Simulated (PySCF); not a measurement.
Computed IR spectrum (relative IR intensity) of a molecule CH₆O₂Si₂. Geometry optimised at PBE-D3(BJ)/def2-SVP. The values are those of a single conformer. Level of theory: PBE-D3(BJ)/def2-SVP (PySCF 2.14.0). Frequencies are harmonic and unscaled.

Lines under 2 % of the strongest are left out, and lines within 2 cm⁻¹ are merged.

```
ν (cm⁻¹)  relative intensity
--------  ------------------
84                       2.3
144                      2.7
453                      5.2
680                      4.0
710                       11
714                       15
848                       89
865                      4.7
907                       52
912                       17
916                       23
964                       55
1059                     100
1325                     3.1
1733                      26
2153                      14
2164                      25
2167                      61
2193                      26
2715                      41
```

**Question.** Identify the compound among the candidates.
A) C1O[SiH2][SiH2]O1
B) C[SiH]1O[SiH2]O1
C) O[Si@@H]1CO[SiH2]1
D) O=C[SiH2]O[SiH3]

**Answer.** D, O=C[SiH2]O[SiH3]
